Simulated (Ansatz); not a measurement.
A nudged elastic band was laid between two geometries of C₂H₁₀BNSi (15 atoms, charge 0, multiplicity 1).

The calculation used Ansatz 0.2.0, RKS PBE0/def2-SVP.

```
movable images  : 5
climbing image  : yes
spring          : 5.0 eV/Å²
optimiser       : quadratic models (default)
start path      : through a guess of the saddle point
force threshold : 0.03 eV/Å
iteration limit : 60
end points      : relaxed
```

Image 0:

```xyz
15
Properties=species:S:1:pos:R:3
C -1.864 -1.919 -0.316
B -0.744 -0.911 -0.771
N 0.241 -0.451 0.107
C 1.307 0.489 -0.177
Si 1.137 2.121 0.784
H -2.863 -1.482 -0.490
H -1.804 -2.223 0.741
H -1.829 -2.831 -0.937
H -0.698 -0.496 -1.913
H 0.225 -0.775 1.069
H 2.299 0.047 0.031
H 1.295 0.717 -1.255
H -0.108 2.836 0.375
H 1.061 1.829 2.250
H 2.323 2.997 0.530
```

Image 6:

```xyz
15
Properties=species:S:1:pos:R:3
C -1.588 -1.277 -1.045
B -0.756 -1.433 0.283
N 0.398 -0.706 0.596
C 1.073 0.326 -0.164
Si 0.983 2.034 0.667
H -1.668 -2.257 -1.546
H -1.204 -0.551 -1.777
H -2.625 -0.990 -0.797
H -1.109 -2.235 1.125
H 0.835 -0.895 1.492
H 2.133 0.064 -0.339
H 0.615 0.403 -1.162
H -0.434 2.498 0.746
H 1.534 1.939 2.055
H 1.791 3.030 -0.104
```

**Question.** What changes between the two ends?

**Answer.** No bond is made or broken. The dihedral C1–B2–N3–C4 goes from -179 to 1°.

**Question.** Give the energies along the band, and the barrier.

**Answer.** The run converged. The highest image is number 3 of 0 to 6, 128.1 kJ/mol above the first end and 125.0 kJ/mol above the last; the last end lies 3.2 kJ/mol above the first. The dihedral C1–B2–N3–C4 jumps by 101° between images 3 and 4, so the path isn't resolved there. A vibrational analysis at the climbing image gives one clearly imaginary mode, 341i cm⁻¹: a first-order saddle point.

| image | path coordinate (Å) | energy (kJ/mol) | dihedral C1–B2–N3–C4 (°) |
| --- | --- | --- | --- |
| 0 | 0.00 | 0.0 | -179 |
| 1 | 1.40 | 8.3 | -172 |
| 2 | 2.80 | 46.1 | -141 |
| 3 | 4.20 | 128.1 | -120 |
| 4 | 6.55 | 15.1 | -19 |
| 5 | 8.90 | 5.0 | 2 |
| 6 | 11.26 | 3.2 | 1 |

**Question.** What is the geometry of the highest image?

**Answer.** 
```xyz
15
Properties=species:S:1:pos:R:3
C -1.888 -1.721 -0.678
B -0.392 -1.449 -0.334
N -0.015 -0.298 0.504
C 0.886 0.596 -0.228
Si 1.191 2.172 0.777
H -2.448 -0.786 -0.838
H -2.322 -2.158 0.245
H -2.069 -2.431 -1.497
H 0.491 -2.188 -0.753
H 0.456 -0.611 1.354
H 1.850 0.132 -0.536
H 0.400 0.917 -1.168
H -0.072 2.952 0.931
H 1.690 1.790 2.136
H 2.221 3.032 0.114
```

The run took 6.2 min on 2 threads of AMD EPYC 7R13 Processor (Zen 3) (shared host), peak memory 0.34 GiB.
